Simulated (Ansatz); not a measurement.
**GeH2F (SMILES [F][GeH2]): the energy, rung by rung**

The species is GeH2F (4 atoms), meant as a doublet with charge 0. SMILES: `[F][GeH2]`. The coordinates come from a PBE0-D4/def2-TZVP relaxation.

| atom | x (Å) | y (Å) | z (Å) |
| --- | --- | --- | --- |
| F | 0.1382 | -0.5854 | 1.4420 |
| Ge | 0.3057 | -0.2232 | -0.2571 |
| H | -1.0788 | -0.5278 | -0.8820 |
| H | 0.6904 | 1.2760 | -0.3231 |

Each level gives the energy change with the F1–Ge2 bond stretched from 1.745 to 4.363 Å (eV). The values are calculated.

```csv
level,kind,program,value (eV),less FCI/STO-3G
UHF/STO-3G,Hartree–Fock,Ansatz,2.73,-0.74
UBHLYP/STO-3G,global hybrid,Ansatz,4.15,+0.68
UB2PLYP/STO-3G,double hybrid,Ansatz,4.20,+0.73
RPA@PBE/STO-3G,RPA,Ansatz,2.87,-0.60
UMP2/STO-3G,perturbation theory,Ansatz,3.33,-0.14
UCCSD(T)/STO-3G,coupled cluster or CI,Ansatz,3.45,-0.02
FCI/STO-3G,exact in the basis,Ansatz,3.47,0.00
```

FCI/STO-3G is exact within its basis and frozen core, so for wave-function methods in that basis the difference is their error; functionals converge differently with the basis, so for them it is only a difference. All-electron rows without a relativistic Hamiltonian named are non-relativistic. The first shape isn't each level's own minimum. The values span 2.73 to 4.20 eV. Spin contamination of the reference (⟨S²⟩ at least 0.1 too high) touches UHF/STO-3G, UBHLYP/STO-3G, UB2PLYP/STO-3G, RPA@PBE/STO-3G, UMP2/STO-3G, UCCSD(T)/STO-3G. All rows use very small basis sets, so none should be taken for the real molecule's value. In the correlated wave-function rows the outer d shell of Ge is correlated, in sets not made for it.
